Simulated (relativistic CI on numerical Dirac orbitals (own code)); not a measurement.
One change at a time: Pb XLIX

Base calculation: Dirac-Coulomb-Breit CI, KLI orbitals optimised for each configuration, model QED, unscaled Slater integrals.

Configurations in the expansion (outside the closed core [Ar] 3d10): 4s²4p⁴, 4s4p⁵, 4s²4p³4d, 4p⁶, 4s²4p³4f, 4s4p⁴4d, 4s4p⁴4f, 4p⁵4d, 4s²4p²4d4f, 4s4p³4d², 4p⁵4f, 4p⁴4d², 4p³4d³, 4p³4d²4f. Double excitations out of closed p, d and f shells are left out; levels of such configurations are missing from the list, as are those of other unlisted configurations, and high levels can miss mixing partners.

The lowest level and the first level of each name with at least 55 % of one term (blank where a level has no safe partner in the second run):

```csv
Level,Base (eV),Shift (eV)
4s²4p⁴ ³P2,0.000,0.000
4s²4p⁴ ¹S0,11.817,-1.213
4s²4p⁴ ³P1,161.472,+0.340
4s²4p⁴ ¹D2,166.789,-0.182
4s²4p³4d ³P°0,183.822,+0.693
4s4p⁵ ³P°2,284.218,+1.668
4s²4p⁴ ³P0,332.952,-0.281
4s²4p³4d ³G°5,380.129,+0.818
4s4p⁵ ³P°0,449.006,+1.675
4s4p⁴4d ³D1,481.961,-0.093
4s4p⁴4d ³P0,484.238,+0.429
4s4p⁴4d ⁵F5,495.658,+1.597
```

At this charge energies of transitions that change n are usually good to better than 1 %, and those within a shell (Δn = 0) to a few per cent.

Question: One thing was changed in a second run, which moved the levels as shown. Which?
A. Breit term removed
B. QED terms removed
C. configuration mixing switched off
D. valence Slater integrals scaled by 0.9

Answer: D. Valence Slater integrals scaled by 0.9. Scaling acts on the splittings between terms and on the mixing, and leaves the fine structure of pure LS terms nearly alone; in jj coupling it moves the levels of one term differently.

LS names give the leading component of a level, which can be under half, so a name can repeat, a term be missing and a line seem to break the LS rules.
